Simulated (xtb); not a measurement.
C2H6, charge +1, doublet, from a rough starting geometry (a state made from the parent by changing its charge; the spin is typed, not shown lowest); GFN2-xTB in xtb 6.7.1.

xtb was given this input:
```
$ xtb mol.xyz --gfn 2 --chrg 1 --uhf 1 --opt vtight --json

# file mol.xyz
8

C     -0.74521597     0.16279030    -0.05616322
C      0.72013825    -0.07418757    -0.00220071
H     -1.26904535    -0.54653120    -0.74005101
H     -0.98092055     1.15687921    -0.29217356
H     -1.19974768    -0.14279891     0.97455065
H      1.00696517    -1.07799993     0.25893686
H      1.18289622     0.58259898     0.76715846
H      1.19983554     0.06469139    -0.96064306
```

The log (banner, timings and long lists left out):

```
   ID    Z sym.   atoms
    1    6 C      1, 2
    2    1 H      3-8

           -------------------------------------------------
          |                Calculation Setup                |
           -------------------------------------------------

           -------------------------------------------------
          |                 G F N 2 - x T B                 |
           -------------------------------------------------

          ...................................................
          :                      SETUP                      :
          :.................................................:
          :  # basis functions                  14          :
          :  # atomic orbitals                  14          :
          :  # shells                           10          :
          :  # electrons                        13          :
          :  max. iterations                   250          :
          :  Hamiltonian                  GFN2-xTB          :
          :  restarted?                      false          :
          :  GBSA solvation                  false          :
          :  PC potential                    false          :
          :  electronic temp.          300.0000000     K    :
          :  accuracy                    1.0000000          :
          :  -> integral cutoff          0.2500000E+02      :
          :  -> integral neglect         0.1000000E-07      :
          :  -> SCF convergence          0.1000000E-05 Eh   :
          :  -> wf. convergence          0.1000000E-03 e    :
          :  Broyden damping             0.4000000          :
          :  net charge                          1          :
          :  unpaired electrons                  1          :
          ...................................................

 iter      E             dE          RMSdq      gap      omega  full diag
   1     -6.8881588 -0.688816E+01  0.220E+00   14.33       0.0  T
   2     -6.8905071 -0.234833E-02  0.920E-01   14.13       1.0  T
   3     -6.8899977  0.509381E-03  0.779E-01   14.11       1.0  T
   4     -6.8905876 -0.589864E-03  0.512E-01   13.96       1.0  T
   5     -6.8912662 -0.678648E-03  0.168E-01   13.96       1.0  T
   6     -6.8913486 -0.823093E-04  0.628E-02   13.97       1.0  T
   7     -6.8913501 -0.155310E-05  0.302E-02   13.97       1.2  T
   8     -6.8913507 -0.576631E-06  0.730E-03   13.97       4.8  T
   9     -6.8913507 -0.599559E-07  0.253E-03   13.97      14.0  T
[...]
 * total energy  :    -6.7808742 Eh     change       -0.5261506E-02 Eh
 * total energy  :    -6.7827451 Eh     change       -0.1870897E-02 Eh
 * total energy  :    -6.7830748 Eh     change       -0.3297443E-03 Eh
 * total energy  :    -6.7832045 Eh     change       -0.1297214E-03 Eh
 * total energy  :    -6.7832310 Eh     change       -0.2648724E-04 Eh
 * total energy  :    -6.7832492 Eh     change       -0.1813668E-04 Eh
 * total energy  :    -6.7832730 Eh     change       -0.2383275E-04 Eh
 * total energy  :    -6.7832911 Eh     change       -0.1815058E-04 Eh
 * total energy  :    -6.7833004 Eh     change       -0.9223951E-05 Eh
 * total energy  :    -6.7833019 Eh     change       -0.1572431E-05 Eh
 * total energy  :    -6.7833022 Eh     change       -0.3042674E-06 Eh
 * total energy  :    -6.7833023 Eh     change       -0.8377566E-07 Eh
   *** GEOMETRY OPTIMIZATION CONVERGED AFTER 13 ITERATIONS ***
         :: total energy              -6.783302323377 Eh    ::
[...]
     1   6 C        3.746    -0.107    22.608     6.782
     2   6 C        3.746    -0.107    22.608     6.782
     3   1 H        0.921     0.231     0.954     1.528
     4   1 H        0.925     0.144     1.433     1.872
     5   1 H        0.921     0.232     0.952     1.526
     6   1 H        0.925     0.144     1.434     1.872
     7   1 H        0.921     0.231     0.953     1.527
     8   1 H        0.921     0.231     0.953     1.527

 Mol. C6AA /au·bohr⁶  :        249.189206
 Mol. C8AA /au·bohr⁸  :       5321.592057
 Mol. α(0) /au        :         23.416845

Wiberg/Mayer (AO) data.
largest (>0.10) Wiberg bond orders for each atom

 ---------------------------------------------------------------------------
     #   Z sym  total        # sym  WBO       # sym  WBO       # sym  WBO
 ---------------------------------------------------------------------------
     1   6 C    3.907 --     2 C    1.257     4 H    0.965     3 H    0.787
                             5 H    0.786
     2   6 C    3.907 --     1 C    1.257     6 H    0.965     8 H    0.787
                             7 H    0.787
     3   1 H    0.931 --     1 C    0.787
     4   1 H    0.979 --     1 C    0.965
     5   1 H    0.931 --     1 C    0.786
     6   1 H    0.979 --     2 C    0.965
     7   1 H    0.931 --     2 C    0.787
     8   1 H    0.931 --     2 C    0.787
 ---------------------------------------------------------------------------

Topologies differ in total number of bonds
Writing topology from bond orders to xtbtopo.mol

molecular dipole:
                 x           y           z       tot (Debye)
 q only:       -0.020       0.030      -0.011
   full:       -0.020       0.030      -0.010       0.096
molecular quadrupole (traceless):
                xx          xy          yy          xz          yz          zz
 q only:        3.588       0.702      -1.972      -0.268       0.090      -1.615
  q+dip:        3.197       1.159      -1.731      -0.382       0.057      -1.466
   full:        3.243       1.068      -2.032      -0.353       0.215      -1.211

optimized geometry written to: xtbopt.xyz

           -------------------------------------------------
          | TOTAL ENERGY               -6.783302323377 Eh   |
          | GRADIENT NORM               0.000098753751 Eh/α |
          | HOMO-LUMO GAP              14.145765638483 eV   |
           -------------------------------------------------

normal termination of xtb
```
